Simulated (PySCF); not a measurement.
A structure optimised at PBE-D3(BJ)/def2-SVP, used in a PySCF frequency run:

```
In
F 1 1.9789
F 1 1.9789 2 109.51
As 1 2.5947 2 125.21 3 -177.12
H 4 1.5426 1 88.09 2 -137.33
H 4 1.5426 5 91.27 1 -88.05
```
Charge 0, spin multiplicity 1.

### Question
Write its SMILES, formula and point group.

### Answer
[F][In]([F])[AsH2], AsF₂H₂In, Cs

### Question
What are its rotational constants (standard atomic weights)?

### Answer
4.8589, 1.0911, 0.89835 GHz
